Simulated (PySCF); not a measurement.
`[O-][n+]1ccncc1`, C$_{4}$H$_{4}$N$_{2}$O

Geometry:
```tsv
atom	x (Å)	y (Å)	z (Å)
O1	-0.912	2.161	0.252
N2	-0.385	1.039	0.220
C3	-1.134	-0.110	0.190
C4	-0.508	-1.342	0.154
N5	0.813	-1.510	0.146
C6	1.527	-0.386	0.175
C7	0.977	0.882	0.212
H8	-2.211	0.051	0.197
H9	-1.132	-2.242	0.131
H10	2.618	-0.481	0.169
H11	1.541	1.813	0.236
```

Computed with TDDFT CAM-B3LYP/def2-TZVPD excited states, vertical, gas phase (PySCF 2.14.0). Geometry: PBE0-D3(BJ)/def2-SVP.

Singlets 6 and 7 lie within 0.01 eV of each other, so their separate moments and overlaps can depend on how they mix.

(1) How strongly do the lowest singlets absorb one photon, and two photons of half the energy?

## Answers

(1) δ for parallel linear polarisation; σ at the peak of a Lorentzian of half width 0.1 eV, single beam; Ω is circular over linear.
```csv
state,E (eV),f,photon λ (nm),δ (au),σ (GM),Ω,main
S1,4.31,0.000,575,0.13,0.00,1.50,HOMO−1→LUMO 0.97
S2,4.84,0.000,513,20.7,0.18,1.50,"HOMO→LUMO+1 0.75, HOMO−3→LUMO 0.24"
S3,5.02,0.203,493,5.48,0.05,0.99,HOMO→LUMO 0.93
S4,5.06,0.004,490,1.76,0.02,1.50,HOMO−2→LUMO 0.97
S5,5.55,0.000,447,<0.1,0.00,–,HOMO−2→LUMO+1 0.99
S6,6.03,0.001,411,<0.1,0.00,–,HOMO−1→LUMO+1 0.99
```

Among these, the strongest one-photon state is S3, the strongest two-photon state S2, with a dipole change of 1.3 D (relaxed, norm of the difference vector).
